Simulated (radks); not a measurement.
Problem. Method: Dirac Kohn-Sham, LDA (Slater exchange, Perdew-Wang correlation), spin-unpolarised, spherical densities, point nucleus; open shells fill j = l - 1/2 first; computed with a radial shooting solver on a logarithmic mesh with Libxc functionals. Each species is in its NIST ground configuration. Rank Cu, Ge, Ga, Sc, As, Fe, Cr, Ti, Co, Br, Se, Ni, Kr, K, Zn, V, Mn, Ca by radius at which the density is 0.001 e/bohr^3 (bohr), largest first.

Solution. Ca 5.06, Sc 4.95, Ti 4.83, V 4.72, Mn 4.53, Cr 4.48, Fe 4.45, Ge 4.44, K 4.41, Ga 4.40, As 4.39, Co 4.37, Ni 4.30, Se 4.28, Zn 4.17, Br 4.16, Cu 4.09, Kr 4.04.
